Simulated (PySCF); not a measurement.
# Relaxation of singlet Y3N

These are results of PySCF, PBE0, basis N def2-SVP, Y def2-SVP with ECP28 (scalar-relativistic core potentials, no spin–orbit coupling, density fitting), not measurements. A (50,194) grid was used.

A hand-made T-shaped start, of C2v symmetry, held to at least that symmetry:

```xyz
4
charge 0 multiplicity 1, angstrom
N     0.0000    0.0000   -0.7928
Y     0.0000    0.0000    1.5472
Y     2.3386    0.0000   -0.7111
Y    -2.3386    0.0000   -0.7111
```

(1) What forces act on the atoms at the start (eV/Å)?

(2) What does it relax to?

(3) How much energy is released, and in how many steps?

Answers

(1) 
| atom | Fx | Fy | Fz |
| --- | --- | --- | --- |
| N1 | 0.00 | 0.00 | 2.74 |
| Y2 | 0.00 | 0.00 | -1.60 |
| Y3 | -2.66 | 0.00 | -0.57 |
| Y4 | 2.66 | 0.00 | -0.57 |

(2) It ends at D3h with N–Y 2.066 Å (×3), Y–Y 3.578 Å (×3); N–Y–Y 30.0° (×6), Y–N–Y 120.0° (×3), Y–Y–Y 60.0° (×3) (after a last refinement on a finer grid). A frequency run shows a minimum. Other isomers or separated fragments may lie lower.

(3) 205.5 kJ/mol in 8 steps.

Stability towards spin polarisation was not tested.

The relaxation took 120 s on 2 threads of a shared Intel Xeon @ 2.50GHz (Skylake/Cascade Lake) host, with 107 basis functions and 9 gradients; the process peaked at 0.75 GiB.
